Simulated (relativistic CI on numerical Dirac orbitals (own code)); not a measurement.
# Os7+ (5d) in a crystal field

Calculated by Dirac-Coulomb-Breit CI, orbitals from a KLI potential per configuration, QED by a radiative potential, one configuration in a parametric crystal field, unscaled Slater integrals (own radial code).

Field parameters in Wybourne normalisation: Oh B⁴₀ = 21Dq, B⁴₄ = √(5/14) B⁴₀. The field is a parameter set, without covalency.

S is read from ⟨S²⟩ = S(S + 1).

Powder χT (cm³ K mol⁻¹) by Van Vleck's formula, with temperature-independent terms:

```tsv
Field	2 K	5 K	10 K	20 K	50 K	100 K	200 K	300 K
Oh, 10Dq = 10000 cm⁻¹	0.195	0.195	0.195	0.195	0.196	0.198	0.201	0.204
Oh, 10Dq = 18000 cm⁻¹	0.115	0.115	0.115	0.115	0.117	0.119	0.124	0.128
Oh, 10Dq = 25950 cm⁻¹	0.0717	0.0718	0.0721	0.0726	0.0742	0.0768	0.082	0.0872
Oh, 10Dq = 33950 cm⁻¹	0.0479	0.0481	0.0484	0.049	0.0506	0.0535	0.0591	0.0647
Oh, 10Dq = 41950 cm⁻¹	0.034	0.0342	0.0345	0.0351	0.0369	0.0398	0.0457	0.0515
```

**Question.** For Oh, 10Dq = 18000 cm⁻¹: what effective moment follows at 300 K?

**Answer.** μ_eff = √(8χT) = 1.01 μB. The ground level has S = 0.50; the spin-only moment for S = 1/2 is 1.73 μB. The difference comes from the orbital moment, spin-orbit mixing of terms and temperature-independent paramagnetism, all larger in this ionic model than in covalent complexes.
